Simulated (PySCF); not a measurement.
**Field gradients at the hydrogen positions**

Compound: C7H14Si.
Cartesian coordinates in Å at the GFN2-xTB level; atoms count from 1:
```
atom  x, y, z in Å
C1     3.0262   -1.4317   -0.0652
C2     2.3662   -0.5784   -0.5851
C3     1.5514    0.4493   -1.1836
Si4    0.1024    0.9628   -0.0325
C5     0.8336    1.7206    1.5496
C6    -0.9686   -0.5663    0.3893
C7    -1.4928   -1.2596   -0.8668
C8    -2.1353   -0.1935    1.3016
H9     3.6180   -2.1783    0.3734
H10    2.1783    1.3179   -1.3929
H11    1.1697    0.0875   -2.1397
H12   -0.7077    1.9582   -0.7627
H13    1.4965    2.5482    1.3169
H14    0.0593    2.0981    2.2096
H15    1.4117    0.9848    2.1020
H16   -0.3439   -1.2896    0.9256
H17   -0.6715   -1.6183   -1.4824
H18   -2.0967   -0.5759   -1.4602
H19   -2.1133   -2.1148   -0.6009
H20   -1.7779    0.2401    2.2323
H21   -2.7311   -1.0732    1.5429
H22   -2.7848    0.5317    0.8156
```

Level: PBE0/pcSseg-1 (PySCF, non-relativistic); Q(2H) = 0.00286 b; rigid geometry, the same for H and D, with no vibrational averaging.

Question: Rank these positions by the coupling χzz of a deuteron there, largest first.
A. H9 (alkyne hydrogen)
B. H16 (methine hydrogen)
C. H14 (methyl hydrogen)
D. H11 (methylene hydrogen)
E. H12 (Si–H hydrogen)

Answer: A (268 kHz), C (220 kHz), D (209 kHz), B (201 kHz), E (104 kHz).

Question: Tabulate Vzz, the asymmetry η and χzz = 234.96 MHz × Q × Vzz for every hydrogen position.

Answer: 
```json
{"atom": "H9", "bonded to": "C1", "bond length (Å)": "1.049", "Vzz (au)": "0.3993", "η": "0.01", "χzz (kHz)": "268"}
{"atom": "H10", "bonded to": "C3", "bond length (Å)": "1.091", "Vzz (au)": "0.3111", "η": "0.04", "χzz (kHz)": "209"}
{"atom": "H11", "bonded to": "C3", "bond length (Å)": "1.091", "Vzz (au)": "0.3113", "η": "0.04", "χzz (kHz)": "209"}
{"atom": "H12", "bonded to": "Si4", "bond length (Å)": "1.477", "Vzz (au)": "0.1545", "η": "0.01", "χzz (kHz)": "104"}
{"atom": "H13", "bonded to": "C5", "bond length (Å)": "1.086", "Vzz (au)": "0.3271", "η": "0.01", "χzz (kHz)": "220"}
{"atom": "H14", "bonded to": "C5", "bond length (Å)": "1.085", "Vzz (au)": "0.3278", "η": "0.01", "χzz (kHz)": "220"}
{"atom": "H15", "bonded to": "C5", "bond length (Å)": "1.087", "Vzz (au)": "0.3231", "η": "0.02", "χzz (kHz)": "217"}
{"atom": "H16", "bonded to": "C6", "bond length (Å)": "1.096", "Vzz (au)": "0.2993", "η": "0.03", "χzz (kHz)": "201"}
{"atom": "H17", "bonded to": "C7", "bond length (Å)": "1.087", "Vzz (au)": "0.3161", "η": "0.02", "χzz (kHz)": "212"}
{"atom": "H18", "bonded to": "C7", "bond length (Å)": "1.088", "Vzz (au)": "0.3139", "η": "0.02", "χzz (kHz)": "211"}
{"atom": "H19", "bonded to": "C7", "bond length (Å)": "1.090", "Vzz (au)": "0.3125", "η": "0.02", "χzz (kHz)": "210"}
{"atom": "H20", "bonded to": "C8", "bond length (Å)": "1.087", "Vzz (au)": "0.3169", "η": "0.02", "χzz (kHz)": "213"}
{"atom": "H21", "bonded to": "C8", "bond length (Å)": "1.090", "Vzz (au)": "0.3125", "η": "0.02", "χzz (kHz)": "210"}
{"atom": "H22", "bonded to": "C8", "bond length (Å)": "1.088", "Vzz (au)": "0.3138", "η": "0.02", "χzz (kHz)": "211"}
```

Question: Average by the element that carries the hydrogen.

Answer: on C: 216 kHz over 13 positions, mean bond length 1.086 Å; on Si: 104 kHz over 1 position, mean bond length 1.477 Å.

Question: How does χzz go with the bond length over the 13 C–H bonds?

Answer: A straight-line fit has a slope of -14.2 kHz for each 0.01 Å, with a correlation coefficient of -0.99, over lengths from 1.049 to 1.096 Å. The longer bonds have the smaller couplings here.

Question: Give the 2H NMR doublet splittings at H14 for a magnetic field along the z, y and x axes of the gradient: 3χ/2, 3χ(1 + η)/4, 3χ(1 − η)/4.

Answer: With |χ| = 220.3 kHz and η = 0.013: 330, 167 and 163 kHz, to first order and without motion.

One conformer (not necessarily the lowest) at the GFN2-xTB geometry, without solvent, vibrations or thermal averaging. GFN2-xTB bond lengths can be off by several hundredths of an ångström, more for odd bonds, and the gradients follow them. The basis is small and wasn't made for field gradients, so the couplings can be 20 % off.
